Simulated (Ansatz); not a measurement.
Reaction (redistribution): `[CH3][Al]([CH3])[N]=C=O` + `[Cl][Ga-]1([Cl])[O]C=CC=[O+]1` → `[CH3][Al-]1([CH3])[O]C=CC=[O+]1` + `O=C=[N][Ga]([Cl])[Cl]`

Computed with Ansatz on PBE0-D4/def2-TZVP structures; ΔE is electronic, products minus reactants. CCSD(T)/CBS is the MP2 limit (def2-TZVPP, def2-QZVPP) plus CCSD(T) − MP2 in def2-TZVPP, frozen cores. Functionals use def2-TZVPP. HSE06 is defined as in plane-wave codes. For Ga outer-core shells are correlated without core-valence functions, which leaves a few kJ/mol of doubt a bond. Scalar relativity is left out up to krypton. Each species was taken in one conformer, which may not be the lowest.

```json
{"level": "HSE06-D4", "ΔE (kcal/mol)": "-2.4"}
{"level": "MP2/def2-TZVPP", "ΔE (kcal/mol)": "-1.7"}
{"level": "CCSD/def2-TZVPP", "ΔE (kcal/mol)": "-1.6"}
{"level": "HF/CBS(def2)", "ΔE (kcal/mol)": "-1.8"}
```

(1) What does CCSD(T)/CBS give? (Estimate.)

Largest T1 diagnostic among the species: 0.016.

Answers

(1) Ansatz gave: -2.4 kcal/mol. The listed levels differ from it by 0.0, 0.7, 0.8, 0.6 kcal/mol.

Leaving LDA and LC-ωPBE aside and taking each functional with its dispersion term where it has one, the values, not all of them listed here, spread over 1.2 kcal/mol, from revPBE-D4 to PBE-QIDH.
